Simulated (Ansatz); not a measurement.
Consider the ligand exchange at the Si–Cl bond: `Cl[SiH]1[CH2][GeH2]1` + H–F → `F[SiH]1[CH2][GeH2]1` + HCl.

Program: Ansatz. Geometries: PBE0-D4/def2-TZVP. ΔE: electronic, gas phase. CCSD(T)/CBS is the MP2 limit (def2-TZVPP, def2-QZVPP) plus CCSD(T) − MP2 in def2-TZVPP, frozen cores. This one scheme is used for every species. DFT in def2-TZVPP. B3LYP here is the variant with VWN-RPA as its local correlation; programs differ in this. For Ge outer-core shells are correlated without core-valence functions, which leaves a few kJ/mol of doubt a bond. Scalar relativity is left out up to krypton.

| level | ΔE (kcal/mol) | difference from CCSD(T)/CBS |
| --- | --- | --- |
| PBE-D4 | -5.5 | 0.8 |
| r2SCAN-D4 | -7.4 | -1.1 |
| PBE0-D4 | -5.2 | 1.1 |
| B3LYP-D4 | -7.7 | -1.4 |
| ωB97X-V | -7.7 | -1.4 |
| ωB97M-V | -7.4 | -1.1 |
| B2PLYP | -8.2 | -1.9 |
| PBE | -6.4 | -0.1 |
| r2SCAN | -7.6 | -1.3 |
| PBE0 | -6.0 | 0.3 |
| B3LYP | -9.2 | -2.9 |
| HF/def2-TZVPP | -10.2 | -3.9 |
| MP2/def2-TZVPP | -5.7 | 0.6 |
| SCS-MP2/def2-TZVPP | -7.3 | -1.0 |
| CCSD/def2-TZVPP | -7.9 | -1.6 |
| CCSD(T)/def2-TZVPP | -7.3 | -1.0 |
| HF/def2-QZVPP | -10.6 | -4.3 |
| MP2/def2-QZVPP | -5.3 | 1.0 |
| SCS-MP2/def2-QZVPP | -6.9 | -0.6 |
| HF/CBS(def2) | -10.6 | -4.3 |
| MP2/CBS(def2) | -4.7 | 1.6 |
| CCSD/CBS(def2) | -7.0 | -0.7 |
| CCSD(T)/CBS | -6.3 | 0 |

Largest T1 diagnostic among the species: 0.012.

In def2-TZVPP, CCSD(T) changes the Hartree–Fock value by +2.9 kcal/mol (the triples alone add +0.7 kcal/mol) and MP2 by +4.5 kcal/mol. The D4 term adds +1.5 kcal/mol with B3LYP and +0.8 kcal/mol with PBE0; it sums over pairs of atoms, weighted by their polarisabilities, and B3LYP, whose exchange is more repulsive, gets the larger term.
